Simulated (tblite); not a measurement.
C2H12As2Si2.
Bonds: C1–As2, As2–C3, As2–Si4, Si4–Si5, Si5–As6. Hydrogens: H7, H8, H9 on C1; H10, H11, H12 on C3; H13, H14 on Si4; H15, H16 on Si5; H17, H18 on As6.

Computed with GFN2-xTB (tblite), gas phase: L-BFGS steps from a force-field or distance-geometry start until the largest atomic force falls under 0.01 eV/Å.

Step 88: E = -505.3809 eV
```
atom  x, y, z in Å  |  force x, y, z in eV/Å
C1     -1.3525   -0.4238   -1.2467    0.010  -0.003   0.002
As2    -0.4012    1.1374   -0.4953    0.009  -0.002   0.013
C3     -1.9792    2.0476    0.2606   -0.005  -0.014  -0.007
Si4     0.2560    0.0522    1.4743    0.024  -0.001  -0.023
Si5     1.7707   -1.6563    0.9829   -0.016  -0.023   0.004
As6     3.3671   -1.1093   -0.6376    0.004   0.002  -0.031
H7     -1.8999   -0.1377   -2.1454   -0.011   0.018   0.005
H8     -2.0619   -0.8362   -0.5298   -0.014  -0.004  -0.001
H9     -0.6449   -1.2056   -1.5244    0.020  -0.003  -0.006
H10    -2.6144    1.3541    0.8091   -0.005  -0.008   0.020
H11    -1.6671    2.8439    0.9360   -0.009  -0.006  -0.008
H12    -2.5738    2.4965   -0.5357    0.010   0.013  -0.015
H13     0.8644    1.0443    2.3811    0.007   0.008   0.017
H14    -0.8997   -0.4703    2.2322   -0.011   0.007   0.007
H15     1.0685   -2.8612    0.4878    0.004   0.017   0.007
H16     2.4953   -2.1373    2.1721   -0.003  -0.005   0.007
H17     3.8584    0.0613    0.1637   -0.013   0.015   0.006
H18     2.4058   -0.1929   -1.3565   -0.002  -0.011   0.005
```

Step 89: E = -505.3812 eV
```
atom  x, y, z in Å  |  force x, y, z in eV/Å
C1     -1.3392   -0.4167   -1.2520    0.008  -0.003   0.001
As2    -0.3983    1.1436   -0.4874    0.023   0.001   0.016
C3     -1.9829    2.0449    0.2632   -0.011  -0.009  -0.005
Si4     0.2524    0.0529    1.4817    0.033  -0.009  -0.037
Si5     1.7708   -1.6538    0.9900   -0.026  -0.020   0.008
As6     3.3471   -1.1218   -0.6555   -0.010   0.003  -0.042
H7     -1.8794   -0.1267   -2.1539   -0.013   0.012   0.003
H8     -2.0542   -0.8331   -0.5431   -0.013  -0.007  -0.001
H9     -0.6276   -1.1958   -1.5272    0.018  -0.003  -0.006
H10    -2.6199    1.3475    0.8045   -0.005  -0.011   0.022
H11    -1.6767    2.8386    0.9442   -0.009  -0.004  -0.005
H12    -2.5742    2.4966   -0.5338    0.009   0.014  -0.020
H13     0.8552    1.0424    2.3942    0.010   0.014   0.022
H14    -0.9056   -0.4739    2.2324   -0.016   0.004   0.010
H15     1.0656   -2.8674    0.5207    0.008   0.020   0.004
H16     2.5127   -2.1181    2.1752   -0.004  -0.003   0.007
H17     3.8614    0.0432    0.1383   -0.013   0.021   0.007
H18     2.3843   -0.1956   -1.3630    0.009  -0.021   0.016
```

Step 90: E = -505.3816 eV
```
atom  x, y, z in Å  |  force x, y, z in eV/Å
C1     -1.3217   -0.4079   -1.2588    0.003  -0.002  -0.001
As2    -0.3936    1.1510   -0.4770    0.033   0.004   0.014
C3     -1.9872    2.0407    0.2662   -0.016  -0.001  -0.001
Si4     0.2487    0.0538    1.4911    0.036  -0.017  -0.039
Si5     1.7703   -1.6514    0.9987   -0.027  -0.004   0.009
As6     3.3210   -1.1368   -0.6778   -0.025   0.000  -0.045
H7     -1.8539   -0.1119   -2.1636   -0.011   0.003   0.002
H8     -2.0434   -0.8300   -0.5598   -0.005  -0.008  -0.003
H9     -0.6051   -1.1833   -1.5323    0.010   0.000  -0.005
H10    -2.6257    1.3384    0.7993   -0.005  -0.012   0.020
H11    -1.6884    2.8313    0.9538   -0.009   0.001   0.001
H12    -2.5743    2.4961   -0.5318    0.008   0.009  -0.022
H13     0.8444    1.0404    2.4108    0.012   0.016   0.022
H14    -0.9127   -0.4770    2.2338   -0.014   0.003   0.008
H15     1.0613   -2.8743    0.5624    0.007   0.012  -0.005
H16     2.5339   -2.0946    2.1781   -0.004  -0.003   0.010
H17     3.8610    0.0219    0.1071   -0.011   0.028   0.007
H18     2.3568   -0.1998   -1.3716    0.017  -0.029   0.027
```

Problem. Estimate the geometry and energy of step 91. (The exact step hangs on the optimiser's Hessian estimate; all steps are aligned on step 90, rigid shifts and turns removed.)

Solution. E = -505.3820 eV, largest force 0.049 eV/Å
```
atom  x, y, z in Å  |  force x, y, z in eV/Å
C1     -1.3057   -0.4008   -1.2647    0.000   0.002  -0.002
As2    -0.3884    1.1569   -0.4680    0.031   0.006   0.008
C3     -1.9903    2.0364    0.2684   -0.016   0.006   0.003
Si4     0.2465    0.0545    1.4989    0.028  -0.016  -0.023
Si5     1.7687   -1.6500    1.0060   -0.018   0.017   0.007
As6     3.2975   -1.1485   -0.6962   -0.029  -0.010  -0.038
H7     -1.8325   -0.0984   -2.1708   -0.007  -0.006   0.001
H8     -2.0322   -0.8288   -0.5741    0.005  -0.009  -0.005
H9     -0.5847   -1.1725   -1.5386    0.000   0.005  -0.003
H10    -2.6290    1.3297    0.7957   -0.006  -0.010   0.012
H11    -1.6973    2.8245    0.9612   -0.009   0.006   0.008
H12    -2.5742    2.4952   -0.5302    0.009  -0.001  -0.019
H13     0.8365    1.0390    2.4251    0.012   0.012   0.017
H14    -0.9187   -0.4778    2.2362   -0.005   0.004   0.001
H15     1.0566   -2.8790    0.5980    0.000  -0.006  -0.017
H16     2.5509   -2.0754    2.1794   -0.001  -0.003   0.015
H17     3.8553    0.0061    0.0814   -0.006   0.032   0.007
H18     2.3325   -0.2044   -1.3790    0.013  -0.029   0.028
```

The energy changes by -0.0004 eV. The first-order estimate −F·Δx gives -0.0005 eV and the mean of the old and new forces, exact on a quadratic surface, -0.0004 eV. The step makes an angle of 87° with the force vector and moves no atom by more than 0.036 Å.

What follows is the cost of the whole relaxation. Hardware: an Intel Xeon at 2.50 GHz with one thread (shared host). Cost: 4.0 s of wall time.
